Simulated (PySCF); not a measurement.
GeH3IZn, SMILES [I][Zn][GeH3]. The structure is a stationary point at PBE0-D3(BJ)/def2-SVP. The structure was generated by enumeration; whether it is a known compound was not checked. The def2 effective core potentials stand for the cores of I; spin–orbit coupling is left out.

### Question
Give the equilibrium geometry at PBE0-D3(BJ)/def2-SVP (PySCF confirms it by a frequency run) as bond lengths and angles, and its point group. (The exact figures need the calculation; the answer reports its results.)

### Answer
point group C3v.
Atoms: Zn1 I2 Ge3 H4 H5 H6. Bonds (Å): Zn1–I2 2.450, Zn1–Ge3 2.387, Ge3–H4 1.542, Ge3–H5 1.542, Ge3–H6 1.542. Angles (°): I2–Zn1–Ge3 180.0, Zn1–Ge3–H4 111.2, Zn1–Ge3–H5 111.2, Zn1–Ge3–H6 111.2, H4–Ge3–H5 107.7, H4–Ge3–H6 107.7, H5–Ge3–H6 107.7.
